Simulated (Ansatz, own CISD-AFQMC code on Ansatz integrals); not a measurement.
H7NSi2, SMILES `[SiH3]N[SiH3]` (charge 0, multiplicity 1).

Z-matrix (Å, degrees):
```
N
H 1 1.0109
Si 1 1.7256 2 115.53
Si 1 1.7256 2 115.53 3 176.18
H 3 1.4835 1 107.34 2 -173.54
H 4 1.4835 1 107.34 2 173.54
H 3 1.4883 5 109.88 1 -120.64
H 4 1.4883 6 109.88 1 120.64
H 4 1.4898 6 108.94 8 117.13
H 3 1.4898 5 108.94 7 -117.13
```
Charge 0, spin multiplicity 1.

Frozen-core correlation energies in cc-pVDZ at a geometry from PBE0-D3(BJ)/def2-TZVP, on an HF energy of -636.41939 Ha (<S^2> = 0.00). Wave-function levels are from Ansatz, the walk from an own CISD-AFQMC code on Ansatz integrals (time step 0.005/Ha, trial state from CCSD amplitudes, largest double 0.02).

```tsv
level	correlation energy (mHa)
MP2	-379.5
CCSD	-432.9
CCSD(T)	-443.1
```

What correlation energy does phaseless AFQMC give, and where does it lie among these levels?

-445.3 ± 0.4 mHa (one standard error). AFQMC minus each level: MP2 -65.7 mHa, CCSD -12.3 mHa, CCSD(T) -2.1 mHa.
